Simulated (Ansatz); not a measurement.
`N[Si@H](F)O[Si@@H](N)O` + `N[SiH](O)F` → `N[Si@@H](F)O[Si@@H](N)F` + `N[SiH](O)O`  (ligand exchange at the Si–O bond)

Calculated with Ansatz (gas phase, PBE0-D4/def2-TZVP geometries, no zero-point term in ΔE). CCSD(T)/CBS is the MP2 limit (def2-TZVPP, def2-QZVPP) plus CCSD(T) − MP2 in def2-TZVPP, frozen cores. This one scheme is used for every species. Functionals use def2-TZVPP. B3LYP here is the variant with VWN-RPA as its local correlation; programs differ in this. Each species was taken in one conformer, which may not be the lowest.

```json
{"level": "PBE-D4", "ΔE (kJ/mol)": "6.5", "difference from CCSD(T)/CBS": "0.5"}
{"level": "ωB97M-V", "ΔE (kJ/mol)": "6.6", "difference from CCSD(T)/CBS": "0.6"}
{"level": "r2SCAN", "ΔE (kJ/mol)": "6.8", "difference from CCSD(T)/CBS": "0.8"}
{"level": "B3LYP", "ΔE (kJ/mol)": "4.0", "difference from CCSD(T)/CBS": "-2.0"}
{"level": "MP2/def2-TZVPP", "ΔE (kJ/mol)": "5.9", "difference from CCSD(T)/CBS": "-0.1"}
{"level": "SCS-MP2/def2-TZVPP", "ΔE (kJ/mol)": "5.1", "difference from CCSD(T)/CBS": "-0.9"}
{"level": "CCSD/def2-TZVPP", "ΔE (kJ/mol)": "5.4", "difference from CCSD(T)/CBS": "-0.6"}
{"level": "HF/def2-QZVPP", "ΔE (kJ/mol)": "2.7", "difference from CCSD(T)/CBS": "-3.3"}
{"level": "MP2/def2-QZVPP", "ΔE (kJ/mol)": "5.8", "difference from CCSD(T)/CBS": "-0.2"}
{"level": "HF/CBS(def2)", "ΔE (kJ/mol)": "2.6", "difference from CCSD(T)/CBS": "-3.4"}
{"level": "CCSD(T)/CBS", "ΔE (kJ/mol)": "6.0", "difference from CCSD(T)/CBS": "0"}
```

Largest T1 diagnostic among the species: 0.011.
